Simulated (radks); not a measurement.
Spin polarisation of the 6s1 shell in Tl2+. Start: [Xe] 4f14 5d10 6s(up 0.5, down 0.5); electrons of 6s are moved from spin down to spin up, other shells keep equal spins. Method: scalar-relativistic Kohn-Sham, r2SCAN, spin-polarised, spherical densities, finite nucleus; meta-GGA in the generalised Kohn-Sham scheme; Fermi nuclear charge, rms radius of each element as measured or else 0.836 A^(1/3) + 0.57 fm; computed with a radial shooting solver on a logarithmic mesh with Libxc functionals.

moment (Bohr magnetons) = 0: E - E(0) (eV) 0.000; e(6s up) (eV) -25.227; e(6s down) (eV) -25.227; 5d down minus up (eV) 0.000; 5p down minus up (eV) 0.000; 4f down minus up (eV) 0.000
moment (Bohr magnetons) = 0.25: E - E(0) (eV) -0.028; e(6s up) (eV) -25.444; e(6s down) (eV) -25.001; 5d down minus up (eV) 0.109; 5p down minus up (eV) 0.015; 4f down minus up (eV) 0.012
moment (Bohr magnetons) = 0.5: E - E(0) (eV) -0.111; e(6s up) (eV) -25.658; e(6s down) (eV) -24.768; 5d down minus up (eV) 0.220; 5p down minus up (eV) 0.029; 4f down minus up (eV) 0.024
moment (Bohr magnetons) = 0.75: E - E(0) (eV) -0.251; e(6s up) (eV) -25.875; e(6s down) (eV) -24.528; 5d down minus up (eV) 0.330; 5p down minus up (eV) 0.043; 4f down minus up (eV) 0.036
moment (Bohr magnetons) = 1: E - E(0) (eV) -0.448; e(6s up) (eV) -26.092; e(6s down) (eV) -24.278; 5d down minus up (eV) 0.441; 5p down minus up (eV) 0.056; 4f down minus up (eV) 0.048

At moment 1 the spin-polarisation energy is -0.448 eV and the 6s exchange splitting 1.814 eV, that is 1.814 eV per Bohr magneton; E = -I m^2/4 would give I = 1.792 eV.
